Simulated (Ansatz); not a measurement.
The cluster K₅H₅, relaxed as a singlet with RKS PBE-D4/def2-SVP in Ansatz, starting from the GFN2-xTB geometry. Force threshold 0.02 eV/Å.

The structure comes from a short search, and lower isomers may exist.

Start:

Cartesian coordinates in Å:
```
K -1.6047 -1.2565 -0.3492
K 0.2777 -1.8636 2.7219
K -1.4351 1.5058 -2.7445
K 0.2829 2.2802 0.1959
K 2.4408 -0.7796 0.1972
H -1.5601 -0.1941 -1.8336
H 1.3844 0.7743 0.0969
H 1.9403 -1.8554 1.7085
H -1.0319 -1.2950 1.3968
H -0.6942 2.6838 -1.3899
```

Problem. Estimate the energy that the relaxation releases and the steps that it takes.

Solution. 164.2 kcal/mol, in 28 steps; 83 s on 4 threads of Arm Neoverse V1 on a shared host. No frequencies were taken in this run, so the end may be a saddle point.

Problem. Does the start keep its bonding?

Solution. Bonds formed: K1–H8, K2–H7, K4–H9, K5–H6 (atoms count from 1). Metal–metal contacts that move far: K2–K4 4.85 to 3.87 Å, K3–K5 5.38 to 4.59 Å.

Problem. Predict the relaxed structure.

Solution. 
```xyz
10

K    -1.357   -1.968   -0.028
K     0.959   -0.976    2.752
K    -1.180    1.429   -3.105
K    -0.469    2.087    0.871
K     2.074   -0.881   -0.832
H    -0.265   -0.693   -2.107
H     1.891    0.836    1.105
H     1.036   -2.665    0.780
H    -1.391   -0.218    1.888
H    -1.298    3.050   -1.324
```
Bond lengths (bridged metal pairs left out): 14 × H–K 2.41 to 2.68 Å.
